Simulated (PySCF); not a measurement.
H₃S, SMILES [SH3+], charge +1.

Coordinates come from a B3LYP-D3(BJ)/def2-TZVPD optimisation. The isomer is the one that the SMILES or the coordinates give; other isomers of the formula were not compared.

Vertical ionisation energy (IE) and electron affinity (EA) in eV. Rows of orbital energies are one-electron estimates. Where ΔSCF, EOM or ADC give a negative EA the extra electron is unbound and the value depends on the basis.

```
level                                            IE    EA
--------------------------------------------  -----  ----
−ε(HOMO), −ε(LUMO), ωB97X/def2-TZVPD (PySCF)  20.68  4.76
−ε(HOMO), −ε(LUMO), B3LYP/def2-TZVPD (PySCF)  17.94  7.44
EOM-CCSD/aug-cc-pVDZ (PySCF)                  21.17  4.43
ADC(3)/aug-cc-pVDZ (PySCF)                        ?     ?
```

Question: What belongs in the gaps? (An estimate is asked for; the answer gives what the named calculation found.)

Answer: 
- ADC(3)/aug-cc-pVDZ (PySCF), IE: 21.13
- ADC(3)/aug-cc-pVDZ (PySCF), EA: 4.43

Question: Beyond the first one, list the lowest photoelectron lines from ADC(3)/aug-cc-pVDZ (PySCF) with their pole strengths (two spins summed). (Estimate from the structure and the level; the computed values follow.)

Answer: 24.06 eV (1.85), 24.06 eV (1.85), 31.98 eV (0.85).
